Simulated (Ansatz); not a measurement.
Geometry optimisation, UKS B3LYP-D4/def2-SVP in Ansatz 0.2.0.

input.yaml

```yaml
crystal:
  periodic: [false, false, false]
  atoms:
    - { symbol: Al, position_ang: [0.236914, -0.110498, 0.774081] }
    - { symbol: S, position_ang: [1.229048, 0.788053, -2.514412] }
    - { symbol: C, position_ang: [0.066163, -2.038472, 0.970612] }
    - { symbol: F, position_ang: [1.633387, 0.64392, 1.319212] }
    - { symbol: H, position_ang: [0.192169, 1.34025, -1.830724] }
    - { symbol: C, position_ang: [-1.159786, 1.102632, 0.108627] }
    - { symbol: H, position_ang: [2.137711, 1.526809, -1.837646] }
    - { symbol: H, position_ang: [-0.320523, -2.500372, 0.04606] }
    - { symbol: H, position_ang: [-0.651042, -2.287149, 1.773326] }
    - { symbol: H, position_ang: [1.024489, -2.52153, 1.21901] }
    - { symbol: H, position_ang: [-1.653637, 0.727962, -0.801898] }
    - { symbol: H, position_ang: [-1.962915, 1.212903, 0.860393] }
    - { symbol: H, position_ang: [-0.772077, 2.115592, -0.086541] }
magnetization:
  spin_polarized: true
basis:
  gaussian: { orbitals: def2-SVP }
hamiltonian:
  xc: b3lyp
  dispersion: d4
relax:
  f_tol: 0.03
  max_steps: 50
```

Run as:

```bash
$ ansatz run input.yaml --threads 4 --pin off --max-ram 5120MiB --backend cpu --events-out ev --progress --plain --runs-dir out
```

Where does it end, and by what steps?

The run converged. The force dipped under the threshold on the way, but the program's further checks kept it going. After 17 steps the energy has fallen by 0.376 eV; H7 moved furthest, 1.07 Å. Joined: Al1–S2 (3.55 → 2.66 Å).

```json
{"step": "0", "energy less start (eV)": "0.0000", "largest force component (eV/Å)": "0.363", "accepted": "yes"}
{"step": "1", "energy less start (eV)": "-0.0817", "largest force component (eV/Å)": "0.682", "accepted": "yes"}
{"step": "2", "energy less start (eV)": "-0.1540", "largest force component (eV/Å)": "0.880", "accepted": "yes"}
{"step": "3", "energy less start (eV)": "-0.2518", "largest force component (eV/Å)": "0.908", "accepted": "yes"}
{"step": "4", "energy less start (eV)": "-0.3169", "largest force component (eV/Å)": "0.506", "accepted": "yes"}
{"step": "5", "energy less start (eV)": "-0.3375", "largest force component (eV/Å)": "0.260", "accepted": "yes"}
{"step": "6", "energy less start (eV)": "-0.3583", "largest force component (eV/Å)": "0.136", "accepted": "yes"}
{"step": "7", "energy less start (eV)": "-0.3643", "largest force component (eV/Å)": "0.089", "accepted": "yes"}
{"step": "8", "energy less start (eV)": "-0.3679", "largest force component (eV/Å)": "0.214", "accepted": "yes"}
{"step": "9", "energy less start (eV)": "-0.3709", "largest force component (eV/Å)": "0.138", "accepted": "yes"}
{"step": "10", "energy less start (eV)": "-0.3737", "largest force component (eV/Å)": "0.022", "accepted": "yes"}
{"step": "11", "energy less start (eV)": "-0.3739", "largest force component (eV/Å)": "0.116", "accepted": "yes"}
{"step": "12", "energy less start (eV)": "-0.3746", "largest force component (eV/Å)": "0.074", "accepted": "yes"}
{"step": "13", "energy less start (eV)": "-0.3750", "largest force component (eV/Å)": "0.029", "accepted": "yes"}
{"step": "14", "energy less start (eV)": "-0.3753", "largest force component (eV/Å)": "0.062", "accepted": "yes"}
{"step": "15", "energy less start (eV)": "-0.3754", "largest force component (eV/Å)": "0.064", "accepted": "yes"}
{"step": "16", "energy less start (eV)": "-0.3757", "largest force component (eV/Å)": "0.032", "accepted": "yes"}
{"step": "17", "energy less start (eV)": "-0.3758", "largest force component (eV/Å)": "0.005", "accepted": "yes"}
```

```xyz
13
Properties=species:S:1:pos:R:3
Al 0.170 0.084 0.496
S 1.190 0.255 -1.953
C 0.187 -1.860 0.729
F 1.500 0.913 1.139
H 0.844 1.553 -2.127
C -1.452 1.151 0.224
H 2.390 0.580 -1.417
H -0.488 -2.373 0.023
H -0.148 -2.134 1.746
H 1.196 -2.289 0.602
H -2.115 0.723 -0.549
H -2.048 1.205 1.153
H -1.225 2.192 -0.066
```

Run time: 92 s on 4 threads of Arm Neoverse N1 (shared host), peak memory 0.41 GiB.
